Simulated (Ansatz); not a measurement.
Diatomic GaO+, multiplicity 3 (lowest of 2S+1 = 1, 3, 5 at CCSD(T)/def2-TZVPP on PBE0 minima; our sources give no spin for the ground state, which may be another). No spin–orbit coupling. Ga is treated without relativity.

Constants: fifth-degree fit in 1/R to seven points, most abundant isotopes. In def2 and cc sets the state is the lowest found near the PBE0 minimum, followed along R.

Correlated levels freeze the inner cores; with def2 sets outer-core shells near the valence are correlated too. CBS: X⁻³ extrapolation of the correlation energy, Hartree–Fock from the larger set.

Codes used: Ansatz (Gaussian orbitals). Values without a source in brackets are computed.

Task: What bond length and harmonic frequency does SVWN5/def2-TZVPP give?

Result: r_e = 1.840 Å, ω_e = 541 cm⁻¹.

Task: What bond length and harmonic frequency does PBE/def2-TZVPP give?

Result: r_e = 1.889 Å, ω_e = 472 cm⁻¹.

Task: What bond length and harmonic frequency does CCSD(T)/CBS(def2-TZVPP, def2-QZVPP) give?

Result: r_e = 1.844 Å, ω_e = 478 cm⁻¹.

Ansatz is a quantum-chemistry and plane-wave program.
